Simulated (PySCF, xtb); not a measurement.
C4H7BFN, SMILES C(=C=CB(F)C)N. The values are those of a single conformer.

Harmonic wavenumbers (cm⁻¹) from GFN2-xTB (xtb 6.7.1) at its own minimum, in rising order: 50, 65, 75, 155, 214, 252, 326, 341, 427, 453, 573, 698, 726, 769, 834, 879, 886, 991, 1099, 1174, 1184, 1221, 1276, 1381, 1413, 1478, 1482, 1517, 2046, 2975, 3009, 3027, 3028, 3062, 3415, 3465.

**Question.** What does PySCF with PBE-D3(BJ)/def2-SVP give at its own minimum? (Estimate from the structure and the level; the computed values follow.)

**Answer.** 51, 70, 72, 175, 235, 274, 352, 362, 445, 480, 614, 661, 711, 733, 834, 845, 877, 958, 1112, 1134, 1180, 1226, 1281, 1327, 1382, 1386, 1432, 1570, 1990, 2968, 3006, 3042, 3070, 3088, 3451, 3554. Paired by order, the mean absolute difference is 28 cm⁻¹ and the zero-point energies are 65.7 and 65.7 kcal/mol.
